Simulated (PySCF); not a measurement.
Ti(OH)2(NH2)2 (H₆N₂O₂Ti), SMILES [OH][Ti]([NH2])([NH2])[OH], multiplicity 1.

Coordinates come from a B3LYP-D3(BJ)/def2-SVP optimisation. The spin state was assumed, not searched. The structure was generated by enumeration; whether it is a known compound was not checked. One conformer was computed; it need not be the lowest.

Level of theory: TDA-PBE/def2-SVPD (PySCF).

Vertical excitations. Gas-phase values at a fixed geometry.

Q: Give excitation energies, oscillator strengths and character. (Estimate from the structure and the level; the computed values follow.)

A: 
```tsv
state	energy (eV)	λ (nm)	f	main pairs
S1	3.77	329	0.004	HOMO→LUMO 94 %
S2	4.11	302	0.004	HOMO−1→LUMO 56 %, HOMO→LUMO+1 41 %
S3	4.44	279	0.041	HOMO→LUMO+1 48 %, HOMO−1→LUMO 36 %
S4	4.70	264	0.008	HOMO−1→LUMO+1 61 %, HOMO→LUMO+2 22 %
S5	4.93	252	0.027	HOMO→LUMO+3 70 %, HOMO→LUMO+2 22 %
S6	5.04	246	0.009	HOMO→LUMO+2 45 %, HOMO→LUMO+5 15 %, HOMO→LUMO+3 12 %, HOMO→LUMO+4 11 %
S7	5.22	238	0.003	HOMO→LUMO+4 57 %, HOMO−1→LUMO+2 12 %, HOMO−1→LUMO+3 12 %
S8	5.34	232	0.014	HOMO−1→LUMO+3 53 %, HOMO→LUMO+5 23 %, HOMO−1→LUMO+2 18 %
S9	5.41	229	0.002	HOMO→LUMO+5 43 %, HOMO−1→LUMO+3 18 %, HOMO−1→LUMO+4 11 %
S10	5.49	226	0.012	HOMO−2→LUMO 37 %, HOMO−1→LUMO+2 31 %, HOMO−1→LUMO+4 8 %
T1	3.51	353	0	HOMO→LUMO 96 %
T2	3.75	331	0	HOMO→LUMO+1 82 %, HOMO−1→LUMO 16 %
T3	3.95	314	0	HOMO−1→LUMO 74 %, HOMO→LUMO+1 14 %
T4	4.12	301	0	HOMO−1→LUMO+1 84 %
```
Triplets are in the Tamm–Dancoff approximation.
